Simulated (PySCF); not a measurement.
PySCF input file for C4H7F, SMILES C([C@H](C)F)=C, PBE0/pcSseg-1. Geometry: PBE-D3(BJ)/def2-SVP. One conformer was computed; it need not be the lowest.

```python
import numpy as np
from pyscf import gto, scf, dft
from pyscf.prop.nmr import rks as nmr

mol = gto.M(
    atom='''
    C     1.89137377    0.50546515   -0.01894473
    C     0.88423305   -0.10460556   -0.66246441
    C    -0.42371458   -0.48172426   -0.02059538
    C    -1.62133087    0.20549610   -0.66941746
    F    -0.40678997   -0.16244472    1.33773388
    H     1.80106004    0.75314177    1.04978570
    H     2.82691819    0.76819674   -0.53520603
    H     0.97029035   -0.36044801   -1.73367876
    H    -0.55271062   -1.58964427   -0.09273873
    H    -2.56003475   -0.10333420   -0.16937782
    H    -1.69232614   -0.05904251   -1.74333562
    H    -1.51545574    1.30534451   -0.58652186
    ''',
    basis='pcSseg-1',
    charge=0,
    spin=0,
    max_memory=1600,
    verbose=3,
)
mf = dft.RKS(mol, xc='pbe0')
mf.grids.level = 3
mf.conv_tol = 1e-10
mf.max_cycle = 100
mf.kernel()
n = nmr.NMR(mf)
n.verbose = 2
n.max_cycle_cphf = 60
sigma = n.kernel()
print('atom   isotropic/ppm   span/ppm')
for i, s in enumerate(sigma):
    w = np.linalg.eigvalsh((s + s.T) / 2)
    print(f'{mol.atom_symbol(i):2s}{i + 1:3d} {w.mean():14.3f} {w[2] - w[0]:11.3f}')
```

Output:

```
converged SCF energy = -256.138245999164
atom   isotropic/ppm   span/ppm
C   1         61.355     229.499
C   2         35.456     228.558
C   3         91.445      77.981
C   4        159.219      36.882
F   5        382.497      43.794
H   6         25.193       7.738
H   7         25.554       6.093
H   8         25.151       4.477
H   9         25.975       6.032
H  10         29.364       9.424
H  11         29.953       9.319
H  12         29.759       7.452
```

Self-consistency was reached.

Cost: about 19 core-seconds (a rough figure).
